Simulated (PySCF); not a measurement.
PySCF input file for BrH₄NSi, SMILES N[SiH2]Br, TDA-LC-ωPBE/def2-SVPD. Geometry optimised at B3LYP-D3(BJ)/def2-SVP. The values are those of a single conformer.

```python
import numpy as np
from pyscf import gto, scf, dft, tdscf

mol = gto.M(
    atom='''
    Si   -0.58598765   -1.07340640    0.00000000
    N     0.66893190   -2.24821018   -0.00000000
    Br    0.10928969    1.08578783    0.00000000
    H    -1.38519911   -1.23998143   -1.23799185
    H    -1.38519911   -1.23998143    1.23799185
    H     1.23328154   -2.37872517    0.83530256
    H     1.23328153   -2.37872516   -0.83530256
    ''',
    basis='def2-SVPD',
    charge=0,
    spin=0,
    symmetry=True,
    max_memory=1600,
    verbose=4,
)
mf = dft.RKS(mol, xc='lc_wpbe').density_fit(auxbasis='def2-universal-jkfit')
mf.grids.level = 3
mf.conv_tol = 1e-9
mf.max_cycle = 100
mf.kernel()
mf.grids = dft.Grids(mol).set(level=1).build(with_non0tab=True)  # coarser grid for the response kernel
td = tdscf.TDA(mf)
td.singlet = True
td.nstates = 10
td.conv_tol = 1e-4
td.kernel(x0=td.get_init_guess(mf, 15))
td.analyze()
tt = tdscf.TDA(mf)
tt.singlet = False
tt.nstates = 4
tt.conv_tol = 1e-4
tt.kernel(x0=tt.get_init_guess(mf, 9))
tt.analyze(verbose=3)
```

Log of the run:

```
PySCF version 2.14.0

[INPUT] verbose = 4
[INPUT] num. atoms = 7
[INPUT] num. electrons = 60
[INPUT] charge = 0
[INPUT] spin (= nelec alpha-beta = 2S) = 0
[INPUT] symmetry True subgroup None
[INPUT] Mole.unit = angstrom
[INPUT] Symbol           X                Y                Z      unit          X                Y                Z       unit  Magmom
[INPUT]  1 Si    -0.585987650000  -1.073406400000   0.000000000000 AA   -1.107356170877  -2.028444116355   0.000000000000 Bohr   0.0
[INPUT]  2 N      0.668931900000  -2.248210180000   0.000000000000 AA    1.264098086985  -4.248501510659   0.000000000000 Bohr   0.0
[INPUT]  3 Br     0.109289690000   1.085787830000   0.000000000000 AA    0.206527582339   2.051841628086   0.000000000000 Bohr   0.0
[INPUT]  4 H     -1.385199110000  -1.239981430000  -1.237991850000 AA   -2.617646945891  -2.343225302247  -2.339465540944 Bohr   0.0
[INPUT]  5 H     -1.385199110000  -1.239981430000   1.237991850000 AA   -2.617646945891  -2.343225302247   2.339465540944 Bohr   0.0
[INPUT]  6 H      1.233281540000  -2.378725170000   0.835302560000 AA    2.330564345082  -4.495139096909   1.578493069548 Bohr   0.0
[INPUT]  7 H      1.233281530000  -2.378725160000  -0.835302560000 AA    2.330564326185  -4.495139078012  -1.578493069548 Bohr   0.0

nuclear repulsion = 232.494511444869
point group symmetry = Cs
symmetry origin: [ 6.29908710e-09 -3.10862447e-16  0.00000000e+00]
symmetry axis x: [ 1.00000000e+00 -2.18047185e-09  7.75115564e-10]
symmetry axis y: [-2.18047185e-09 -1.00000000e+00  8.13296592e-11]
symmetry axis z: [-7.75115563e-10  8.13296710e-11  1.00000000e+00]
num. orbitals of irrep A' = 75
num. orbitals of irrep A" = 42
number of shells = 49
number of NR pGTOs = 195
number of NR cGTOs = 117
basis = def2-SVPD
ecp = {}


[settings echo left out]
init E= -2918.88215166418
HOMO (A') = -0.337750001639472  LUMO (A') = 0.0145515570109858  gap/eV = 9.58661
cycle= 1 E= -2919.926789743  delta_E= -1.04  |g|= 0.376  |ddm|= 2.97
HOMO (A') = -0.36613912451695  LUMO (A') = 0.0604480543244836  gap/eV = 11.60803
cycle= 2 E= -2919.95092233255  delta_E= -0.0241  |g|= 0.255  |ddm|= 0.942
HOMO (A") = -0.396109607157615  LUMO (A') = 0.0670348742004783  gap/eV = 12.60280
cycle= 3 E= -2919.96542209092  delta_E= -0.0145  |g|= 0.0494  |ddm|= 0.345
HOMO (A') = -0.392945740438101  LUMO (A') = 0.0708000178709529  gap/eV = 12.61916
cycle= 4 E= -2919.96599184363  delta_E= -0.00057  |g|= 0.0129  |ddm|= 0.102
HOMO (A') = -0.393996177663305  LUMO (A') = 0.0703851152920971  gap/eV = 12.63646
cycle= 5 E= -2919.96605583303  delta_E= -6.4e-05  |g|= 0.00373  |ddm|= 0.0434
HOMO (A') = -0.393732759652623  LUMO (A') = 0.0705752092221612  gap/eV = 12.63446
cycle= 6 E= -2919.96606062569  delta_E= -4.79e-06  |g|= 0.00112  |ddm|= 0.0141
HOMO (A') = -0.393773853963653  LUMO (A') = 0.0705229255757445  gap/eV = 12.63416
cycle= 7 E= -2919.96606111391  delta_E= -4.88e-07  |g|= 0.000324  |ddm|= 0.00542
HOMO (A') = -0.39382234225425  LUMO (A') = 0.0705143286963308  gap/eV = 12.63524
cycle= 8 E= -2919.96606116825  delta_E= -5.43e-08  |g|= 7.93e-05  |ddm|= 0.00173
HOMO (A') = -0.3938138810973  LUMO (A') = 0.0705182989087478  gap/eV = 12.63512
cycle= 9 E= -2919.96606117407  delta_E= -5.82e-09  |g|= 1.4e-05  |ddm|= 0.000557
HOMO (A') = -0.393816683513782  LUMO (A') = 0.0705180037999202  gap/eV = 12.63519
cycle= 10 E= -2919.96606117424  delta_E= -1.73e-10  |g|= 3.4e-06  |ddm|= 4.78e-05
HOMO (A') = -0.393815900577443  LUMO (A') = 0.0705181415418665  gap/eV = 12.63517
Extra cycle  E= -2919.96606117424  delta_E= 2.27e-12  |g|= 1.82e-06  |ddm|= 1.62e-05
converged SCF energy = -2919.96606117424
tot grids = 28752


******** <class 'pyscf.tdscf.rks.TDA'> for <class 'pyscf.df.df_jk.DFSymAdaptedRKS'> ********
nstates = 10 singlet
deg_eia_thresh = 1.000e-03
wfnsym = None
conv_tol = 0.0001
eigh lindep = 1e-12
eigh level_shift = 0
eigh max_cycle = 100


Excitation energies (eV)
[7.3547381  7.36537208 7.5305708  8.03725199 8.20752988 8.54809844
 8.60288309 8.73442385 8.79698661 9.03436655]

** Singlet excitation energies and oscillator strengths **
Excited State   1:   A'      7.35474 eV    168.58 nm  f=0.0515
      28 -> 31       -0.25313
      28 -> 32        0.12116
      30 -> 31        0.58683
      30 -> 33       -0.14007
Excited State   2:   A"      7.36537 eV    168.33 nm  f=0.0228
      29 -> 31       -0.12702
      29 -> 32       -0.63548
      29 -> 35        0.14418
      29 -> 39       -0.15762
      29 -> 42        0.10686
Excited State   3:   A'      7.53057 eV    164.64 nm  f=0.0314
      28 -> 32        0.34765
      28 -> 39        0.10053
      30 -> 31       -0.10266
      30 -> 32        0.53484
      30 -> 39        0.14654
Excited State   4:   A"      8.03725 eV    154.26 nm  f=0.0001
      29 -> 31       -0.59596
      29 -> 32        0.13510
      29 -> 33        0.11331
      29 -> 35        0.13408
      29 -> 36       -0.16207
      29 -> 38        0.14555
      29 -> 39        0.12001
Excited State   5:   A'      8.20753 eV    151.06 nm  f=0.1178
      28 -> 31       -0.32617
      28 -> 32       -0.42832
      28 -> 33        0.15187
      28 -> 35        0.15429
      30 -> 31       -0.12142
      30 -> 32        0.26470
      30 -> 35       -0.12193
      30 -> 39        0.10476
Excited State   6:   A'      8.54810 eV    145.04 nm  f=0.1824
      28 -> 31       -0.41908
      28 -> 32        0.21760
      28 -> 39        0.16355
      29 -> 37        0.13860
      30 -> 31       -0.24482
      30 -> 32       -0.18308
      30 -> 33       -0.12756
      30 -> 35        0.23925
      30 -> 38        0.13639
Excited State   7:   A"      8.60288 eV    144.12 nm  f=0.0338
      29 -> 31       -0.16420
      29 -> 33       -0.50778
      29 -> 36        0.38374
      29 -> 39        0.16765
Excited State   8:   A"      8.73442 eV    141.95 nm  f=0.0031
      28 -> 40       -0.12128
      30 -> 34       -0.28712
      30 -> 37        0.54202
      30 -> 40        0.21075
      30 -> 43        0.11749
Excited State   9:   A'      8.79699 eV    140.94 nm  f=0.0332
      28 -> 32       -0.11516
      28 -> 33       -0.23378
      28 -> 36        0.16791
      29 -> 37       -0.20374
      30 -> 33       -0.39168
      30 -> 36        0.38277
Excited State  10:   A'      9.03437 eV    137.24 nm  f=0.0040
      27 -> 31       -0.10369
      28 -> 31       -0.14732
      28 -> 33       -0.11832
      28 -> 35        0.12963
      28 -> 38        0.20060
      29 -> 37        0.22186
      30 -> 33        0.11198
      30 -> 35       -0.40276
      30 -> 38       -0.33575

** Transition electric dipole moments (AU) **
state          X           Y           Z        Dip. S.      Osc.
  1        -0.0308     -0.5336     -0.0000      0.2857      0.0515
  2         0.0000      0.0000     -0.3554      0.1263      0.0228
  3         0.3873     -0.1412      0.0000      0.1699      0.0314
  4        -0.0000      0.0000      0.0206      0.0004      0.0001
  5        -0.1995     -0.7389      0.0000      0.5858      0.1178
  6        -0.4210      0.8330     -0.0000      0.8711      0.1824
  7         0.0000     -0.0000     -0.4004      0.1603      0.0338
  8        -0.0000     -0.0000      0.1200      0.0144      0.0031
  9        -0.3590     -0.1580     -0.0000      0.1539      0.0332
 10         0.0964      0.0943      0.0000      0.0182      0.0040

** Transition velocity dipole moments (imaginary part, AU) **
state          X           Y           Z        Dip. S.      Osc.
  1        -0.0138     -0.1565      0.0000      0.0247      0.0609
  2         0.0000      0.0000     -0.1425      0.0203      0.0500
  3         0.1405     -0.0438      0.0000      0.0217      0.0522
  4        -0.0000      0.0000      0.0195      0.0004      0.0009
  5        -0.0934     -0.1786      0.0000      0.0406      0.0898
  6        -0.1111      0.1944      0.0000      0.0501      0.1063
  7         0.0000     -0.0000     -0.0961      0.0092      0.0195
  8         0.0000     -0.0000      0.0204      0.0004      0.0009
  9        -0.0825     -0.0266     -0.0000      0.0075      0.0155
 10         0.0301      0.0529      0.0000      0.0037      0.0074

** Transition magnetic dipole moments (imaginary part, AU) **
state          X           Y           Z
  1         0.0000      0.0000      0.9968
  2         0.5055     -0.3041     -0.0000
  3        -0.0000     -0.0000     -0.2248
  4         0.3792     -0.9669     -0.0000
  5         0.0000      0.0000     -0.4360
  6         0.0000     -0.0000      0.5402
  7         1.0718     -0.0315     -0.0000
  8        -0.6017     -0.1872     -0.0000
  9        -0.0000      0.0000     -1.1632
 10         0.0000     -0.0000     -0.3186


******** <class 'pyscf.tdscf.rks.TDA'> for <class 'pyscf.df.df_jk.DFSymAdaptedRKS'> ********
nstates = 4 triplet
deg_eia_thresh = 1.000e-03
wfnsym = None
conv_tol = 0.0001
eigh lindep = 1e-12
eigh level_shift = 0
eigh max_cycle = 100


Excitation energies (eV)
[6.75121072 6.82718239 6.98643282 7.28910116]

** Triplet excitation energies and oscillator strengths **
Excited State   1:   A'      6.75121 eV    183.65 nm  f=0.0000
Excited State   2:   A"      6.82718 eV    181.60 nm  f=0.0000
Excited State   3:   A'      6.98643 eV    177.46 nm  f=0.0000
Excited State   4:   A'      7.28910 eV    170.10 nm  f=0.0000
```

The run converged.

Cost: about 2.1 core-minutes (a rough figure).
